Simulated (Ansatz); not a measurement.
Cost and result up the ladder for NbF4 (5 atoms). Total charge 0; doublet. Geometry: PBE0-D4/def2-SVP.

```tsv
atom	x (Å)	y (Å)	z (Å)
Nb1	0.000	0.000	0.000
F2	0.564	-0.916	1.513
F3	1.649	0.502	-0.689
F4	-0.921	1.598	-0.211
F5	-1.292	-1.183	-0.612
```

Ansatz on 4 threads of Arm Neoverse V1 on a shared host. Times are rough, and most runs start from the orbitals of an earlier one. ωB97M-V/def2-TZVP serves as the yardstick here, not as an exact answer. Differences are given only for rows in sets of like size (and for xTB, whose basis is part of the method), since another set adds its own error. Binding counts from free atoms at the same level (Nb sextet, F doublet; other spins of the atoms weren't run), without zero-point energy or a counterpoise term.

In the def2 sets Nb takes a core potential, while STO-3G treats all electrons; there is no spin–orbit coupling. Correlated methods freeze 4 core orbitals; core or outer-core shells of Nb are correlated, in sets that lack core-valence functions. No other spin state of charge 0 was run.

Correlated methods converge slowly with the basis.

```
                          level  functions  wall time  binding energy per atom (eV)  difference from ωB97M-V/def2-TZVP (eV)
                      HF/STO-3G         47     0.35 s                          3.17                                       –
          LDA (SPW92)/def2-TZVP        164      1.1 s                          5.74                                    0.94
                PBE-D4/def2-SVP         87      1.2 s                          5.21                                       –
               PBE0-D4/def2-SVP         87      1.6 s                          4.82                                       –
               PBE-D4/def2-TZVP        164        2 s                          5.04                                    0.24
                   HF/def2-TZVP        164      2.6 s                          3.16                                   -1.64
PBE0-D4/def2-TZVP (with forces)        164      3.3 s                          4.70                                   -0.10
              RPA@PBE/def2-TZVP        164      4.2 s                          4.33                                   -0.47
            r2SCAN-D4/def2-TZVP        164      4.5 s                          4.84                                    0.04
              ωB97M-V/def2-TZVP        164      9.5 s                          4.80                                    0.00
              CCSD(T)/def2-TZVP        164       90 s                          4.73                                   -0.07
```
